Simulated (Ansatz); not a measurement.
| atom | x (Å) | y (Å) | z (Å) |
| --- | --- | --- | --- |
| O | 0.0000 | 0.0000 | -1.2521 |
| C | 0.0000 | 0.0000 | 0.0000 |
| O | 0.0000 | 0.0000 | 1.2521 |

Basis set: def2-TZVP (spherical functions). Correlated methods keep 3 orbitals frozen. Charge 0, multiplicity 1.

Computed with Ansatz (development build ahead of 0.2.0); each method stands on the lowest determinant of its kind that the runs found. Restricted open shells among the atoms or ions are ROHF, correlated in semicanonical orbitals with singles.

The atomization energy at this shape (free ground-state atoms in the same class of orbitals less the molecule, no zero-point energy) of singlet CO2:

| method | atomization energy |
| --- | --- |
| RHF-MP2 | 1626.2 kJ/mol |

**Question.** What does RHF give?

**Answer.** 948.0 kJ/mol. Caution: the shape is not the minimum.
